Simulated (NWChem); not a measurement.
System: GeHCl2, doublet; SMILES [Cl][GeH][Cl]

Here is an NWChem input.

```
start job
memory heap 200 mb stack 900 mb global 1100 mb
geometry units angstroms noautoz
  Cl    -0.651762    -0.030267     1.754040
  Ge     0.614108     0.048082     0.000000
  Cl    -0.651762    -0.030267    -1.754040
  H      1.314292     1.439742     0.000000
end
basis spherical
  Cl library 6-31g*
  Ge library 6-31g*
  H library 6-31g*
end
dft
  odft
  mult 2
  xc pbe0
  iterations 150
  mulliken
end
task dft energy
```

In the optimisation the excess spin sits in a' (Cs, its own frame). Geometry: optimised at PBE0/def2-SVP, spin-unrestricted. No stability test was run on the SCF state.

**Question.** Give the results of this calculation. (PBE0/6-31G* (spherical d), spin-unrestricted.) Quantities: basis functions; energy (Ha); highest occupied level (eV); lowest empty minus highest occupied level, either spin (eV); dipole (D); <S²>.

**Answer.** 
* **number of basis functions**: 70
* **energy (Ha)**: -2997.16
* **highest occupied level (eV)**: -7.18
* **lowest empty minus highest occupied level, either spin (eV)**: 3.19
* **dipole (D)**: 2.06
* **<S²>**: 0.753
